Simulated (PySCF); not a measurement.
Compound: C7H12Cl (charge +1).
Geometry (PBE0-D3(BJ)/def2-SVP, Å), atoms numbered from 1 in this order:
```xyz
20
C7H12Cl angstrom
C     -3.0367   -0.7479    0.5857
C     -1.7402   -1.3587    0.3319
C     -1.5281   -2.5404   -0.5031
C     -0.0234   -2.6182   -0.7560
C      0.5874   -1.9322    0.4741
C      1.9713   -1.3407    0.2645
Cl     1.9258   -0.0175   -0.9359
C     -0.4697   -0.8729    0.8176
H     -3.8533   -1.4856    0.5728
H     -3.2284   -0.0923   -0.2915
H     -3.0622   -0.1172    1.4833
H     -2.2188   -2.6375   -1.3563
H     -1.8417   -3.3498    0.2033
H      0.3309   -3.6469   -0.8997
H      0.2287   -2.0451   -1.6627
H      0.6616   -2.6509    1.3097
H      2.6722   -2.0997   -0.1080
H      2.3760   -0.9199    1.1946
H     -0.2804   -0.0303    0.0831
H     -0.4734   -0.3902    1.8065
```

Level: PBE0/def2-SVPD in PySCF, non-relativistic, on one gas-phase PBE0-D3(BJ)/def2-SVP geometry that isn't relaxed in the solvent. The solvent is an IEF-PCM continuum (Bondi radii, 1.10 Å for H, scaled by 1.2), and excitations are vertical TDDFT with non-equilibrium linear response and a frozen core. The model holds no explicit solvent molecules, cavitation or dispersion.

Gas-phase singlets (H = HOMO, L = LUMO):

```tsv
state	E (eV)	λ (nm)	f	leading configurations
S1	3.405	364	0.004	H→L 91%, H-1→L 8%
S2	3.708	334	0.069	H-1→L 91%, H→L 8%
S3	4.863	255	0.021	H-2→L 99%
S4	5.123	242	0.001	H-3→L 94%
S5	5.487	226	0.001	H-4→L 58%, H-5→L 31%
```

**Question.** How does the list change in tetrahydrofuran (ε = 7.426)?

**Answer.** 
| state | E (eV) | λ (nm) | f | leading configurations | change by rank (eV) |
| --- | --- | --- | --- | --- | --- |
| S1 | 4.260 | 291 | 0.007 | H→L 93% | +0.855 |
| S2 | 4.473 | 277 | 0.080 | H-1→L 93% | +0.765 |
| S3 | 5.134 | 241 | 0.029 | H-2→L 98% | +0.271 |
| S4 | 5.370 | 231 | 0.003 | H-3→L 85% | +0.247 |
| S5 | 5.660 | 219 | 0.000 | H-4→L 55%, H-5→L 26%, H-3→L 10% | +0.173 |

**Question.** How does the list change in dimethylsulfoxide (ε = 46.83)?

**Answer.** 
| state | E (eV) | λ (nm) | f | leading configurations | change by rank (eV) |
| --- | --- | --- | --- | --- | --- |
| S1 | 4.434 | 280 | 0.007 | H→L 93% | +1.029 |
| S2 | 4.636 | 267 | 0.084 | H-1→L 93% | +0.928 |
| S3 | 5.192 | 239 | 0.029 | H-2→L 97% | +0.329 |
| S4 | 5.419 | 229 | 0.004 | H-3→L 81%, H-4→L 9% | +0.296 |
| S5 | 5.702 | 217 | 0.001 | H-4→L 53%, H-5→L 25%, H-3→L 13% | +0.215 |

**Question.** The ground-state energy changes by -2.429 eV from gas to dimethylsulfoxide. By how much does the total energy of gas-phase S3 change?

**Answer.** E(S3) = E(S0) + excitation energy, so it changes by -2.429 + 0.329 = -2.100 eV: it is lowered less than the ground state, which is what a blue shift means. This is the vertical state, with the slow part of the continuum still set for S0.

**Question.** How do the frontier levels move from gas to dimethylsulfoxide?

**Answer.** 
| orbital | gas (eV) | solvent (eV) | change (eV) | Löwdin shares, gas | Löwdin shares, solvent |
| --- | --- | --- | --- | --- | --- |
| LUMO+2 | -3.03 | 0.65 | +3.68 | Cl7 33 %, C6 19 %, C5 7 %, H16 7 % | Cl7 13 %, C1 10 %, C6 9 %, C3 7 % |
| LUMO+1 | -3.65 | 0.31 | +3.96 | C1 16 %, C2 13 %, C3 11 %, H13 8 % | Cl7 49 %, C6 17 % |
| LUMO | -7.91 | -3.43 | +4.48 | C2 49 %, C8 9 %, C3 8 %, C1 8 % | C2 50 %, C8 9 %, C3 8 %, C1 8 % |
| HOMO | -12.21 | -8.79 | +3.42 | Cl7 75 %, C6 12 %, H18 5 % | Cl7 69 %, C6 13 %, H18 5 % |
| HOMO-1 | -12.44 | -8.98 | +3.46 | Cl7 75 %, C6 9 %, C5 5 % | Cl7 72 %, C6 10 %, C5 6 % |
| HOMO-2 | -13.95 | -9.82 | +4.13 | C5 21 %, C4 17 %, H16 13 %, Cl7 11 % | C5 20 %, C4 18 %, H16 12 %, H15 10 % |
| HOMO-3 | -14.41 | -10.29 | +4.12 | C4 23 %, C5 20 %, C8 12 %, C6 10 % | C4 22 %, C5 20 %, C8 14 %, Cl7 7 % |

The HOMO–LUMO gap goes from 4.30 to 5.36 eV. Rows go by rank; for LUMO+1 and LUMO+2 the atom shares or the degeneracy differ between the runs, so the row needn't follow one orbital.

Hardware: one thread, x86-64 server, no GPU, on a shared host. Cost: 62 s. This is the whole response run at PBE0/def2-SVPD in dimethylsulfoxide, SCF included.
